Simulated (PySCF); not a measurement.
Al(Me)2(H), SMILES [CH3][AlH][CH3] at its PBE0/def2-SVP optimised geometry (Å):

```
10

Al    -0.1620     0.4784     0.0000
C     -1.1445    -1.2189     0.0008
H     -2.2363    -1.0919     0.0671
H     -0.8288    -1.8631     0.8401
H     -0.9327    -1.7949    -0.9177
C      1.7992     0.4784     0.0000
H      2.2363     1.4866    -0.0716
H      2.1993    -0.1225    -0.8354
H      2.1908     0.0120     0.9217
H     -0.9604     1.8631     0.0000
```

Calculation: PBE0/def2-TZVP (PySCF). Cells within 0.4 Å of a nucleus heavier than hydrogen are left out (blank, or x).

Map of the Laplacian of the electron density (e/bohr⁵), clipped to [-1.50, 1.50] on the plane z = 0.0 Å:

```
|55555555555555555555555555555|
|55555555555555555555555555555|
|55555555555555555555555555555|
|55555555555555555555555555555|
|55555555555555555555555555555|
|55555555555555555555555555555|
|55555555555555555555555555555|
|55555555555455555555555555555|
|55555555554035555555555555555|
|55555555554134555555405555555|
|55555555554445555555304555555|
|55555555555589985443135555555|
|5555555555559xx9542xx45555555|
|5555555555559xx9542xx45555555|
|55555555555589985545455555555|
|55555555555445555555555555555|
|55555555554344555555555555555|
|5555555022xx35555555555555555|
|5555555022xx55555555555555555|
|55555555547655555555555555555|
|55555555555555555555555555555|
|55555555555555555555555555555|
|55555555555555555555555555555|
|55555555555555555555555555555|
|55555555555555555555555555555|
|55555555555555555555555555555|
|55555555555555555555555555555|
|55555555555555555555555555555|
|55555555555555555555555555555|
```
Scale: ten equal steps from -1.50 (start of '0') to 1.50 (end of '9'), in the order '0123456789'; x runs from -4.50 to 4.50, y from -4.50 (bottom) to 4.50 (top).
